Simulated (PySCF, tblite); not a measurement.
Compound: C6H7N3Si.
SMILES with atom numbers: `[SiH3:1][c:2]1[n:3][n:4][n:5]2[cH:6][cH:7][cH:8][cH:9][c:10]12` (hydrogens: H11, H12, H13 on Si1; H14 on C6; H15 on C7; H16 on C8; H17 on C9)

Computed geometry: GFN2-xTB, gas phase.

Question: What internal coordinates does the optimisation give?

Answer: 
```tsv
bond	length (Å)
Si1–C2	1.869
C2–N3	1.343
N3–N4	1.286
N4–N5	1.329
N5–C6	1.352
C6–C7	1.359
C7–C8	1.415
C8–C9	1.365
C9–C10	1.402
C2–C10	1.401
N5–C10	1.386
Si1–H11, Si1–H12, Si1–H13	1.464
C6–H14	1.078
C7–H15	1.078
C8–H16	1.079
C9–H17	1.078
```

Bonds in one row agree within 0.01 Å and their mean is given. A selection of angles:
```tsv
angle	degrees
Si1–C2–N3	122.0
Si1–C2–C10	131.1
N3–C2–C10	106.9
C2–N3–N4	111.3
N3–N4–N5	108.2
N4–N5–C6	127.4
N4–N5–C10	109.9
C6–N5–C10	122.7
N5–C6–C7	118.8
C6–C7–C8	120.5
C7–C8–C9	120.3
C8–C9–C10	118.9
C2–C10–C9	137.6
C2–C10–N5	103.6
N5–C10–C9	118.8
```

N3 (pyridine-type nitrogen) is bent (angle 111.3°). Of the pairs four or more bonds apart, Si1···H17 is among the closest relative to their van der Waals radii: 3.46 Å, 105 % of the sum of Bondi's values. N5 (pyrrole-type nitrogen) is planar (angles 127.4°, 122.7° and 109.9°, sum 360.0°, 0.00 Å off the plane of its three neighbours). The C–N distances run from 1.343 Å (C2–N3, aromatic) to 1.386 Å (N5–C10, aromatic), a spread of 0.043 Å. N4 (pyridine-type nitrogen) is bent (angle 108.2°). The 5-membered ring C2–N3–N4–N5–C10 has internal angles of 103.6° to 111.3° (sum 540°, against 540° for a flat polygon); it is planar, 0.00 Å rms from its mean plane, widest ring torsion 0°. The N–N distances run from 1.286 Å (N3–N4, aromatic) to 1.329 Å (N4–N5, aromatic), a spread of 0.043 Å.

GFN2-xTB frequencies show an imaginary mode (43i cm⁻¹), so the point is no minimum at that level. 2 starts were optimised and ended at 0.00 and 0.02 kcal/mol (GFN2-xTB); the lowest of these is shown.
